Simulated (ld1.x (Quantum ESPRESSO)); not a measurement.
# Ranking PAW potentials for Mn (Z = 25)

All share these settings but for the change named:

manganese, PAW, made with ld1.x (Quantum ESPRESSO) 7.5 (PBE, scalar-relativistic). Core [Ar], reference 3d5 4s0 4p0 (charge +2). Waves: 4s (bound, empty): rcut 1.90, rcutus 2.55 bohr; 4s channel at -0.35 Ry: rcut 1.90, rcutus 2.55 bohr; 4p (bound, empty): rcut 1.80, rcutus 2.45 bohr; 4p channel at 0.4 Ry: rcut 1.80, rcutus 2.45 bohr; 3d (bound): rcut 1.10, rcutus 1.50 bohr; 3d channel at -1.25 Ry: rcut 1.10, rcutus 1.50 bohr. Local part: all-electron potential smoothed inside 1.80 bohr (lloc = -1). Core correction: Bessel-smoothed model core, default radius (core density twice the valence density). Augmentation charge: BESSEL, radius 1.20 bohr.

Cutoff: the first of the cutoffs (Ry, on a coarse ladder) from which the occupation-weighted sum of valence levels, in a spherical-Bessel basis at the reference potential, stays within 10 and 1 mRy of its value at 400 Ry; the density cutoff is not measured.

The base gives 45 Ry.

Of 7 variants that were run, those that failed, showed a ghost or another fault, or gave nearly equal values are left out.

A variant can come out equal or close to the base.

(1) Rank these variants from softest to hardest (loose cutoff).
A. local potential all-electron potential smoothed inside 3.06 bohr (lloc = -1)
B. waves 3d (bound): rcut 1.02, rcutus 1.08 bohr; 3d channel at -1.25 Ry: rcut 1.02, rcutus 1.08 bohr
C. all radii but the core radius scaled by about 0.88 (s 2.24, p 2.16, d 1.32 bohr, rcut 1.68/1.58/0.96); local potential all-electron potential smoothed inside 1.58 bohr (lloc = -1); augmentation BESSEL, radius 1.06 bohr

## Answers

(1) A (45 Ry), C (60 Ry), B (90 Ry).
